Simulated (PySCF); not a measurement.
C₂H₄ClNOSi, SMILES C(O[Si@@H](C)Cl)#N. Heavy atoms are numbered as in [CH3:1][Si@@H:2]([Cl:3])[O:4][C:5]#[N:6]. Hydrogens are named by the atom that carries them.

Coordinates come from a PBE0-D3(BJ)/def2-SVP optimisation. The structure was generated by enumeration; whether it is a known compound was not checked. Other conformers were not sampled.

All values below come from PBE/def2-TZVP in PySCF.

ESP charges are fitted to the potential on shells at 1.4 to 2.0 van der Waals radii. Atomic charges (e), one atom of each kind:

| atom | ESP fit | Löwdin | meta-Löwdin |
|---|---|---|---|
| C1 (CH3) | -0.63 | -0.44 | -0.62 |
| Si2 (SiH) | 0.47 | -0.09 | 0.99 |
| Cl3 | -0.12 | 0.28 | -0.26 |
| O4 | -0.27 | 0.24 | -0.46 |
| C5 | 0.51 | -0.42 | 0.26 |
| N6 | -0.53 | 0.01 | -0.30 |
| H on C1 | 0.21 | 0.15 | 0.15 |
| H on Si2 | -0.02 | -0.02 | -0.08 |

Computed Mayer and Wiberg (Löwdin basis) orders of the bonds:
```
bond     Mayer  Wiberg
-------  -----  ------
C1–Si2    1.05    1.27
Si2–Cl3   1.24    1.87
Si2–O4    0.97    1.28
O4–C5     1.21    1.89
C5–N6     3.00    3.33
```
